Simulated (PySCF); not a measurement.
Dipole moment and polarisability of `CSc1cnncn1`

Species: C4H5N3S.
Structure used (GFN2-xTB), in Å, numbered top down from 1:
```
atom  x, y, z in Å
C1     2.3390    0.6079    0.2737
S2     1.5722   -1.0146    0.0153
C3    -0.1037   -0.5843    0.1572
C4    -1.1236   -1.5497    0.0261
N5    -2.3799   -1.2029    0.1376
N6    -2.6958    0.0486    0.3725
C7    -1.7284    0.9278    0.4901
N8    -0.4263    0.6793    0.3944
H9     3.4113    0.4593    0.2059
H10    1.9915    1.2878   -0.4973
H11    2.0593    0.9772    1.2549
H12   -0.9083   -2.5895   -0.1670
H13   -2.0117    1.9535    0.6832
```

Level: wB97X-D/def2-SVPD (PySCF), static field, nuclei fixed, core orbitals frozen in the response. The polarisability tensor in these axes (au):

```
x   119.68  -2.51  -3.02
y    -2.51  87.03   5.90
z    -3.02   5.90  55.58
```

Give the principal values, the mean and the anisotropy Δα = √{½[(α1 − α2)² + (α2 − α3)² + (α1 − α3)²]}.

Principal values 54.41, 87.81 and 120.06 au; mean 87.43 au = 12.96 Å³ = 14.42 × 10⁻⁴⁰ C²·m²/J; Δα = 56.86 au (65 % of the mean).

What is the dipole moment, and where does it point?

(3.63, 0.99, 0.03) D, 3.77 D in size, pointing from the negative to the positive side. Measured along this direction, the outermost atoms are N5 and N6 at the negative end and H9 at the positive end.

What would n − 1 = 2πNα be for an ideal gas of these molecules at 298.15 K and 1 atm, electronic part alone?

N = p/kT = 2.4615 × 10¹⁹ cm⁻³, so n − 1 = 2π × N × 12.96 × 10⁻²⁴ cm³ = 2004 × 10⁻⁶ at long wavelengths.

In TDDFT the mean static polarisability is Σ f/ω² over all singlet excitations (ω in hartree). How much of it do the 8 lowest give? Their energies (eV) and oscillator strengths: 3.37, 0.0042; 4.08, 0.0005; 4.80, 0.1540; 5.42, 0.1700; 5.80, 0.0003; 5.95, 0.0000; 6.03, 0.0003; 6.44, 0.0038.

They add up to 9.60 au, 11.0 % of the 87.43 au; the largest single term is 4.95 au, from the state at 4.80 eV. Terms in order: 0.27, 0.02, 4.95, 4.28, 0.01, 0.00, 0.01, 0.07 au. Higher excitations give the rest. The strengths listed sum to 0.333.

Along which axes do the principal values lie, and how far do the nuclei extend along each?

Largest value along (0.99, -0.09, -0.05), where the nuclei span 6.05 Å; middle along (0.09, 0.98, 0.17), 4.50 Å; least along (0.04, -0.17, 0.98), 1.78 Å. The response follows the extents in order.

What molar refraction does this α imply?

Lorentz–Lorenz: R = (4π/3)N_A α = 2.5225 cm³/(mol·Å³) × 12.96 Å³ = 32.7 cm³/mol, in the limit of long wavelengths.

What depolarisation ratio follows for Rayleigh scattering of linearly polarised light, taking the static tensor?

ρ = 3Δα²/(45ᾱ² + 4Δα²) = 9697.7/(343973 + 12930.3) = 0.0272.

Geometry: GFN2-xTB, one conformer, isolated molecule.
